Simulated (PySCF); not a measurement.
Work out the structure from these simulated measurements.

Formula: BrCl3Si.

- XPS: Si2p3/2 110.3, Cl2p3/2 206.9 (×3), Si1s 1850.5, Cl1s 2829.5 (×3) eV [ΔSCF SCAN, pcX-2 on the ionised atom, pcseg-1 elsewhere, spin-free X2C, 2p3/2 from a spin–orbit splitting computed afterwards within the 2p shell]
- Triplet: lowest triplet excitation (Tamm–Dancoff): 5.79 eV [TDA B3LYP/def2-SVPD]
- Dipole: 0.27 D [B3LYP/def2-SVPD]
- UV, first state: lowest singlet excitation: 6.18 eV (201 nm, f = 0.011 summed over 2 states within 0.01 eV) [TDDFT B3LYP/def2-SVPD]
- Rotational structure: rotational constants A, B, C: 1.311, 0.880, 0.879 GHz [PBE0-D3(BJ)/def2-SVP]
- Polarisability: 85.6 au [B3LYP/def2-SVPD]
- UV, strongest line: among the 10 lowest singlet transitions: S6 at 7.39 eV (168 nm, f = 0.067) [TDDFT B3LYP/def2-SVPD]
- NMR, other nuclei: isotropic shieldings of nuclei other than C and H, by class: 335 (1 Si), 692 (3 Cl), 2121 (1 Br) ppm [GIAO KT2/pcSseg-1]

Electronic properties: PySCF, gas phase, density fitting. Levels stand in brackets. Isolated species at its PBE0-D3(BJ)/def2-SVP geometry, gas phase. The calculation (core ionisation apart) is non-relativistic and has no spin–orbit coupling, an omission that weighs most on bromine. NMR values are class means; diastereotopic atoms form classes of their own.

Q: What is the compound? Reason from the data.

A: The other shieldings belong to: 335 ppm, silicon bonded to Br and 3 Cl; 692 ppm, chlorine bonded to Si; 2121 ppm, bromine bonded to Si. The core levels belong to: Si2p3/2 110.3 eV, silicon bonded to Br and 3 Cl; Cl2p3/2 206.9 eV, chlorine bonded to Si; Si1s 1850.5 eV, silicon bonded to Br and 3 Cl; Cl1s 2829.5 eV, chlorine bonded to Si. No core level of Br was computed. The optimised geometry has point group C3v and is a prolate symmetric top (the spread among constants that symmetry makes equal is optimisation noise). Structure: SiBrCl3 (`Cl[Si](Cl)(Cl)Br`). The assignments are read from this structure; whether some other isomer fits the data as well wasn't checked.
